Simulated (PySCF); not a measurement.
# Sn²⁺: excitation energy

Sn²⁺ [Kr] 4d10 5s2 (1S) → Sn²⁺ [Kr] 4d10 5s1 5p1, s spin flipped, as a difference of total energies. All numbers are calculated (PySCF 2.14, scalar relativity by spin-free X2C-1e, in aug-cc-pVQZ-DK3 (9s8p6d3f2g, 102 functions)). Correlated levels: valence: [Kr] 4d10 frozen. The calculations carry no spin-orbit coupling.

| method | excitation energy (eV) |
| --- | --- |
| UHF | 7.818 |
| LDA | 8.352 |
| PBE0 | 8.108 |
| r2SCAN | 8.030 |
| BHandHLYP | 8.144 |
| B2PLYP | 8.041 |
| MP2 (valence) | 7.852 |
| SCS-MP2 (valence) | 7.859 |

Task: Estimate what B3LYP gives.

Result: 8.198 eV, closest to BHandHLYP among the rows shown.

Task: Estimate what PBE gives.

Result: 8.150 eV, closest to BHandHLYP among the rows shown.

The upper determinant mixes two multiplicities, so it lies between the two terms.
